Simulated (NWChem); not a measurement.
Species: CH$_{3}$BClIO; SMILES COB(Cl)I

Results from NWChem. All runs use the structure optimised with PBE0/def2-SVP. Not confirmed as a minimum by frequencies. def2 effective core potentials on I; no spin-orbit coupling. One conformer.

Diagonal of the polarisability tensor at PBE0/def2-SVPD, static: 85.77, 91.25, 61.26 bohr³.

### Question
Find the mean polarisability volume, the molar refraction, and the refractive index that an ideal gas of it would have at 273.15 K and 1 atm.

### Answer

1. Mean: one third of the trace = 79.43 bohr³ × 0.14818 Å³/bohr³ = 11.77 Å³.
2. Molar refraction (Lorentz-Lorenz): (4π/3) N_A α = 29.7 cm³/mol.
3. Number density p/kT = 2.687 × 10⁻⁵ Å⁻³; n − 1 = 2π N α = 19.87 × 10⁻⁴.
4. These hold the electronic response alone: vibrational and orientational terms add to the static dielectric constant.
